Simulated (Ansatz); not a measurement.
Start from `C[O][AlH][SiH2]S` and change one atom or group to get `C[O][AlH2]`.

Ansatz, PBE0-D4/def2-TZVP geometries, multiplicity 1. Each molecule was computed in one conformer, which needn't be the lowest.

```tsv
property	`C[O][AlH][SiH2]S`
HOMO energy (PBE0/def2-TZVPP) / eV	-7.18
HOMO–LUMO gap (PBE0/def2-TZVPP) / eV	5.64
size of the dipole moment (ωB97M-V/def2-TZVPP) / D	2.53
size of the dipole moment (B3LYP/def2-TZVPP) / D	2.50
LUMO energy (PBE/def2-TZVPP) / eV	-2.28
LUMO energy (PBE0/def2-TZVPP) / eV	-1.55
```

Q: What does the change do to each property? (An estimate is asked.)

A: Ansatz gave: 
```csv
property,`C[O][AlH2]`,shift
HOMO energy (PBE0/def2-TZVPP) / eV,-8.08,-0.90
HOMO–LUMO gap (PBE0/def2-TZVPP) / eV,7.11,1.47
size of the dipole moment (ωB97M-V/def2-TZVPP) / D,0.93,-1.60
size of the dipole moment (B3LYP/def2-TZVPP) / D,0.93,-1.57
LUMO energy (PBE/def2-TZVPP) / eV,-1.73,0.55
LUMO energy (PBE0/def2-TZVPP) / eV,-0.97,0.58
```

With PBE0 the HOMO falls by 0.90 eV and the LUMO rises by 0.58 eV, so the gap widens by about 1.48 eV. PBE moves the HOMO by -0.65 eV and ωB97M-V by -1.02 eV. The zero-point energy changes by -54.6 kJ/mol with -12 modes. Dipoles are sizes alone; their direction can turn.

B3LYP here is the variant with VWN-RPA as its local correlation; programs differ in this.
